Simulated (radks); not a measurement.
Question: Pb4+, 78 electrons, occupied as [Xe] 4f14 5d10. Method: Dirac Kohn-Sham, BLYP, spin-unpolarised, spherical densities, finite nucleus; Fermi nuclear charge, rms radius 5.5012 fm; computed with a radial shooting solver on a logarithmic mesh with Libxc functionals.

Spin-orbit splittings of the eigenvalues, e(l+1/2) - e(l-1/2), with zeta = 2 splitting/(2l+1) and mean radii in bohr:

shell  occ.  splitting (eV)  zeta (eV)  <r> j=l-1/2  <r> j=l+1/2
2p        6            2190       1460      0.05487      0.06379
3p        6           488.6      325.7       0.1644       0.1807
3d       10           104.0      41.60       0.1570       0.1619
4p        6           119.6      79.76       0.3853       0.4198
4d       10           22.33      8.933       0.4246       0.4356
4f       14               ?          ?       0.4507       0.4570
5p        6           22.49      14.99       0.9110        1.001
5d       10           2.723      1.089        1.240        1.280

Estimate the 4f splitting.

Answer: 5.034 eV (zeta = 1.438 eV).
